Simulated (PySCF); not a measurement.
A run for PySCF: R-B3LYP/6-311+G** on BH5P2 (SMILES PBP), a point of a torsion scan.

```python
from pyscf import gto, scf, dft, mp
from pyscf.data.elements import chemcore

mol = gto.M(
    atom='''
    P     1.73671653    0.10108472   -0.32629279
    B     0.06733268   -0.75172853    0.00632205
    P    -1.57862604    0.10415218   -0.16117674
    H     1.26361611    1.36391305   -0.65935285
    H     1.97405134    0.41581009    1.00044169
    H     0.08693320   -1.89102710    0.28015688
    H    -1.30366742    1.34112651    0.38808730
    H    -2.22717449   -0.40864570    0.94280144
    ''',
    basis='6-311+g**',
    charge=0, spin=0, verbose=3, max_memory=1800)
mf = dft.RKS(mol, xc='b3lyp')
mf.conv_tol = 1e-8
mf.max_cycle = 100
mf.kernel()
if not mf.converged:
    mf = mf.newton().run(mf.mo_coeff, mf.mo_occ)
```

Output:

```
converged SCF energy = -710.601543991137
```

The run converged.

Cost: roughly 9 core-seconds.
